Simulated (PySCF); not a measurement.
NiO, SMILES [O]=[Ni] (connectivity only; charge and spin as stated), neutral, multiplicity 3.

Coordinates come from a PBE0-D3(BJ)/def2-TZVPD optimisation. The spin state was assumed, not searched.

Computed with PBE0-D3(BJ)/def2-TZVPD (PySCF 2.14.0).

Frequencies are harmonic and unscaled.

Computed vibrational spectrum:
```
mode  ν (cm⁻¹)  IR (km/mol)  moving atoms (share of kinetic energy)
----  --------  -----------  --------------------------------------
1          886         69.5                         O 79 %, Ni 21 %
```
